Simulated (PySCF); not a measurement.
CHAlFNO. Atoms are numbered in the order given.

```xyz
6

Al     0.4924    -1.1991     0.0000
F     -0.8359    -2.1955     0.0000
H      1.9259    -1.8125     0.0000
N      0.2000     0.5437     0.0000
C     -0.0325     1.7256     0.0000
O     -0.2511     2.8750     0.0000
```

Geometry optimised at B3LYP-D3(BJ)/def2-SVP. The values are those of a single conformer.

Level of theory: IEF-PCM-M06-2X/def2-SVP (PySCF).

The values are the electrostatic part of the solvation free energy, E(continuum) − E(gas) at the gas-phase geometry, in a cavity of scaled van der Waals radii (PySCF's table); cavitation and dispersion terms are not included. A continuum can't describe solvent molecules that bind to the metal. In vacuum the orbital gap is 9.53 eV. The dipole moment in vacuum is 1.75 D.

| solvent | ε | ΔG(elec) (kcal/mol) | dipole (D) | gap (eV) |
|---|---|---|---|---|
| water | 78.36 | -7.3 | 2.22 | 9.99 |
| chlorobenzene | 5.70 | -5.5 | 2.11 | 9.88 |
| ethanol | 24.85 | -7.0 | 2.20 | 9.97 |
